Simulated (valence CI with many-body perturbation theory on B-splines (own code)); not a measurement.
Results of a calculation; reference values are marked as such.
## Run record, Tl LXXVI

The program does CI of the valence electrons with many-body perturbation theory for a frozen closed Dirac-Fock core.

Command, and the settings that its task file holds:

```sh
python run_cv.py task.json out
```

```
atom Tl  Z=81  mass_number=205  rms_radius_fm=5.4759
core [He]
valence 2s2 2p2
avg = 1
basis = S
breit = 1
cap = 10000
capref = 1200
cscale = 1
de = -52.008
dress = 0
eps = 2e-08
extrap = 1
h = 0.27
hh = 1
l2 = 3
lcore = 6
maxit = 60
n2 = 5
natural = 1
nlev = 20
nno = [3, 3, 3, 2, 1]
nroot = 26
ns = 2
nsp = [3, 3, 2, 1, 0]
pt2 = 1
qed = 1
rpa = 1
s1 = 1
s2 = 1
s3 = 1
screen = 1
tol = 2e-05
whole = 1
```

Log. The first blocks belong to the next ion, which gives the ionisation energy. Fields: 2J, parity (1 odd), roots, reference size, generating configurations, candidates as configurations/state functions, variational space P, stored matrix elements, Davidson steps; e2 is the range of second-order energies in hartree. The first line gives the box (bohr), its intervals, the orbitals and the steps of their self-consistent field. Window is the range of levels sought, series limit the energy at which the first omitted orbital would enter, core excitation an estimate of the first excitation out of the core, left out the lowest levels not solved, and shifts from estimates the range by which levels moved from their first estimate, all in cm⁻¹.

```
rmax 0.8 intervals 52 orbitals 36 references ['2s2 2p2', '2s 2p3', '2p4'] scf 2 t 0.5
2J=1 par=1 roots 2 ref 40 generators 2 cand 653/925 P 544/811 nnz 0 it 0
2J=1 par=1 roots 2 ref 40 generators 2 cand 141/154 P 567/844 nnz 0 it 0
   second order: generators 2 cand 118/121 e2 -0.00000 -0.00000
reference levels 448, estimated 211, window 104178173 1/cm; series limit 142685914, core excitation 580112965
2J=0 par=0 roots 7 ref 28 generators 8 cand 1333/2052 P 2391/3514 nnz 9e+05 it 4
2J=0 par=0 roots 7 ref 28 generators 11 cand 977/1557 P 2529/3737 nnz 1e+06 it 4
   second order: generators 15 cand 1864/3256 e2 -0.00001 -0.00000
2J=2 par=0 roots 5 ref 58 generators 6 cand 2456/7222 P 1247/3581 nnz 1.3e+06 it 5
2J=2 par=0 roots 5 ref 58 generators 9 cand 2986/10024 P 2324/7188 nnz 4.4e+06 it 5
   second order: generators 14 cand 2746/11024 e2 -0.00001 -0.00000
2J=4 par=0 roots 5 ref 64 generators 5 cand 1645/6150 P 1155/3589 nnz 1.4e+06 it 4
2J=4 par=0 roots 5 ref 64 generators 8 cand 2759/12407 P 2064/7118 nnz 5.1e+06 it 5
   second order: generators 10 cand 2501/12900 e2 -0.00003 -0.00000
2J=4 par=1 roots 5 ref 67 generators 4 cand 1655/6168 P 1099/3592 nnz 1.4e+06 it 4
2J=4 par=1 roots 5 ref 67 generators 5 cand 1652/7319 P 1944/6959 nnz 5.1e+06 it 5
   second order: generators 7 cand 1917/8534 e2 -0.00002 -0.00000
2J=2 par=1 roots 7 ref 62 generators 8 cand 2848/8733 P 1312/3583 nnz 1.3e+06 it 4
2J=2 par=1 roots 7 ref 62 generators 10 cand 2972/10060 P 2478/7449 nnz 4.6e+06 it 5
   second order: generators 13 cand 2024/7610 e2 -0.00002 -0.00000
2J=6 par=1 roots 2 ref 47 generators 2 cand 1427/6429 P 1107/3561 nnz 1.3e+06 it 4
2J=6 par=1 roots 2 ref 47 generators 3 cand 1446/8213 P 1800/6687 nnz 4.7e+06 it 5
   second order: generators 5 cand 1895/12234 e2 -0.00001 -0.00000
2J=0 par=1 roots 4 ref 24 generators 5 cand 1355/2041 P 2259/3410 nnz 8.7e+05 it 4
2J=0 par=1 roots 4 ref 24 generators 8 cand 1361/2215 P 2354/3557 nnz 9.4e+05 it 4
   second order: generators 10 cand 1405/2276 e2 -0.00001 -0.00000
left out: unestimated 151042470, estimated 112368283, shifts from estimates 0 to 141
```

(1) What became of the run, and why?

Results:

(1) It gave no result: the setting left no core shell for the response of the core. The program said: "need at least one array to concatenate".
